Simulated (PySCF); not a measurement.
## [PbSe2]-, doublet: data card

Method: UPBE0 in PySCF with Pb def2-TZVPD with ECP60, Se def2-TZVPD; scalar-relativistic core potentials, no spin–orbit coupling; density-fitted integrals.

The structure is a minimum.

```xyz
3
charge -1 multiplicity 2, angstrom
Pb   -0.4722    0.0000    0.0000
Se    0.6148    2.2807    0.0000
Se    0.6148   -2.2807    0.0000
```

```
Point group                                                                   : C2v
Bond lengths                                                                  : Pb–Se 2.526 Å (×2)
Bond angles                                                                   : Se–Pb–Se 129.0°
Entropy at 298.15 K and 1 bar (electronic part: spin only)                    : 342.6 J/(mol K)
Highest occupied level (α)                                                    : -1.65 eV
Spin squared ⟨S²⟩                                                             : 0.761
Enthalpy at 298.15 K above 0 K                                                : 14.92 kJ/mol
Rotational symmetry number                                                    : 2
Principal quadrupole moments (Buckingham, traceless) about the centre of mass : -30.46, 13.53, 16.94 D Å
Principal polarisabilities                                                    : 105.7, 124.9, 255.1 bohr³
Zero-point energy                                                             : 2.9 kJ/mol
Lowest empty level (β)                                                        : 0.50 eV
Rotational constants                                                          : 0.1579, 0.02028, 0.01797 cm⁻¹
Dipole moment about the centre of mass                                        : 3.20 D
Heat capacity Cp at 298.15 K                                                  : 56.8 J/(mol K)
```

Harmonic modes (masses in u: Pb 207.977, Se 79.917):
| symmetry | ω (cm⁻¹) | IR (km/mol) | μ (u) | type |
| --- | --- | --- | --- | --- |
| a1 | 60 | 2.1 | 98.65 | bend |
| a1 | 203 | 4.3 | 86.65 | stretch |
| b2 | 216 | 28.2 | 104.76 | stretch |

In C2v the vibrations span 2a1 + b2. Here b1 is antisymmetric to the molecular plane and b2 lies in it.

Charges (e); Mulliken and Löwdin values are unreliable with diffuse functions:
```
 atom  Mulliken  Löwdin  polar tensor  spin (Mulliken)  Mayer order to Pb1
  Pb1      0.36   -0.04          0.41             0.18                   –
Se2,3     -0.68   -0.48         -0.70             0.41                1.35
```

Mulliken populations on Pb1 (electrons outside its core potential): s 3.84, p 7.62, d 10.13, f 0.04.

Outer orbital energies (eV). α occupied: -13.29, -8.93, -4.12, -2.97, -2.84, -2.12, -2.10, -1.65; empty: 1.90, 2.86, 3.09, 3.17. β occupied: -13.50, -12.82, -8.56, -3.35, -2.72, -2.71, -1.97, -1.75; empty: 0.50, 2.05, 3.04, 3.19.

Only a few start shapes were tried, so a lower isomer may exist. The lowest empty level of this anion is unbound, so it and the gap depend on the basis. No spin–orbit coupling is included, which matters more the heavier the element.

The final relaxation and frequency run took 2.6 min on 4 threads of a shared Arm Neoverse N1 host, with 170 basis functions and 9 gradients; the process peaked at 1.4 GiB.
